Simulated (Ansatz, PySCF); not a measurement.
This PySCF input computes a CAM-B3LYP/def2-TZVPD energy:

```python
from pyscf import gto, scf, dft

mol = gto.M(
    atom='''
    Cs   -0.00000000   -0.00000000   -0.73608574
    Cl    0.00000000    0.00000000    2.38145385
    ''',
    basis='def2-tzvpd',
    ecp='def2-tzvp',
    charge=-1,
    spin=1,
    symmetry='C2v',
    verbose=4,
)

mf = dft.UKS(mol, xc='camb3lyp').density_fit(auxbasis='def2-universal-jkfit')
mf.grids.level = 3
mf.conv_tol = 1e-9
mf.max_cycle = 100
mf.max_memory = 1500
mf.kernel()
if not mf.converged:
    mf = mf.newton()
    mf.kernel(mf.make_rdm1())
mf.analyze()
```

Write an input for the same energy in Ansatz (a quantum-chemistry and plane-wave program) and say what it gives.


Ansatz 0.2 input:
```yaml
crystal:
  periodic: [false, false, false]
  atoms:
    - {symbol: Cs, position_ang: [-0.00000000, -0.00000000, -0.73608574]}
    - {symbol: Cl, position_ang: [0.00000000, 0.00000000, 2.38145385]}
basis:
  gaussian:
    orbitals: def2-TZVPD
hamiltonian:
  xc: {name: CAM-B3LYP}
total_charge: -1
magnetization: {spin_polarized: true, initial_magnetization: 1}
output: {forces: true}
```
It gives -480.45523 Eh, and PySCF -480.45527 Eh, a difference of 0.04 mEh, from the treatment of integrals and grids.
